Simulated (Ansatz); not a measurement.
Basis-set extrapolation for FH₂OSSi (`O[SiH](F)[S]`) radical (PBE0-D4/def2-TZVP geometry, frozen core, Ansatz 0.2.0). Multiplicity 2, UHF reference.

```tsv
	def2-TZVPP	def2-QZVPP
HF	-862.170124	-862.199342
MP2 correlation	-0.745339	-0.813644
CCSD(T) correlation	-0.802675	not run
```

Energies in hartree. Use E(X) = E(∞) + A·exp(−7.88·√X) for Hartree–Fock and E(X) = E(∞) + B·X^(−2.97) for correlation, with X = 3 and 4, and add CCSD(T) minus MP2 of the smaller set to the MP2 limit.

Problem. What is the CCSD(T) energy at the basis-set limit?

Solution. HF limit: -862.199342 + (-0.029218) × 0.13774 = -862.20337. MP2 limit: -0.813644 + (-0.068305) × 0.74074 = -0.86424. Higher-order term: -0.802675 − (-0.745339) = -0.05734. Total: -863.12495 hartree, 399.5 kJ/mol below CCSD(T)/def2-TZVPP.
